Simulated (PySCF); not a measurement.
Se(Me)(SH), SMILES C[Se]S (CH4SSe), PBE0/def2-SVP optimised geometry.

```
7

Se    -0.39    -1.19     0.00
C     -0.72     0.72     0.00
H     -1.81     0.85    -0.09
H     -0.23     1.19    -0.86
H     -0.38     1.18     0.94
S      1.81    -1.19     0.00
H      2.00    -1.16     1.34
```

Density from PySCF with PBE0/def2-TZVP at that geometry.

Minimum of the electron density along straight lines between bonded atoms, close to the bond critical point (lines longer than 1.1 times the sum of covalent radii, or with two minima, are not listed):

```
bond    length / Å  ρ at the minimum / e bohr⁻³  ∇²ρ there / e bohr⁻⁵  position (fraction from the first atom)
------  ----------  ---------------------------  --------------------  ---------------------------------------
Se1–C2       1.947                        0.151                 -0.17                                     0.52
C2–H3        1.101                        0.271                 -0.91                                     0.65
C2–H4        1.097                        0.276                 -0.94                                     0.65
C2–H5        1.098                        0.275                 -0.94                                     0.65
Se1–S6       2.204                        0.122                 -0.07                                     0.48
S6–H7        1.355                        0.213                 -0.61                                     0.65
```
